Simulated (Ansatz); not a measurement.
Total energies of the cluster SiSe2 from Ansatz at PBE-D4/def2-TZVP, gas phase (1 Eh = 27.2114 eV = 2625.5 kJ/mol). The reference geometry is relaxed at PBE-D4/def2-TZVP.

Cartesian coordinates in Å:
```
Si 0.000 0.000 0.000
Se 1.746 0.855 -0.723
Se -1.746 -0.855 0.723
```

| state | geometry | energy (Eh) |
| --- | --- | --- |
| charge 0 singlet | reference | -5091.81049 |
| charge 1 doublet | reference | -5091.46681 |
| charge 1 doublet | relaxed at PBE-D4/def2-TZVP | -5091.46743 |
| charge 0 triplet | relaxed at PBE-D4/def2-TZVP | -5091.76072 |
| charge 0 quintet | relaxed at PBE-D4/def2-TZVP | -5091.67597 |
| free Si atom (triplet) | – | -289.22285 |
| free Se atom (triplet) | – | -2401.12489 |

Question: Work out the vertical ionisation energy to the doublet.

Answer: E(charge 1 doublet) − E(charge 0 singlet) = -5091.46681 − (-5091.81049) = 0.34368 Eh = 9.35 eV. For comparison, −ε of the highest occupied level is 6.56 eV at this level, 2.79 eV less.

Question: How much does the charge 1 doublet relax, and what is the adiabatic ionisation energy?

Answer: Relaxation: -5091.46681 − (-5091.46743) = 0.00062 Eh = 0.02 eV. Adiabatic ionisation energy: 0.34306 Eh = 9.34 eV, without zero-point energy. 

Question: Which of the charge 0 states is lowest, and how far above it are the others?

Answer: The singlet. triplet: -5091.76072 − (-5091.81049) = 0.04977 Eh = 130.7 kJ/mol; quintet: -5091.67597 − (-5091.81049) = 0.13452 Eh = 353.2 kJ/mol.

Question: What is the binding energy per atom against free atoms?

Answer: Atoms: 1 × (-289.22285) + 2 × (-2401.12489) = -5091.47263 Eh. Binding: -5091.47263 − (-5091.81049) = 0.33786 Eh = 9.19 eV, or 3.06 eV for each of 3 atoms (no zero-point energy, no counterpoise term).

The structure comes from a short search, and lower isomers may exist.
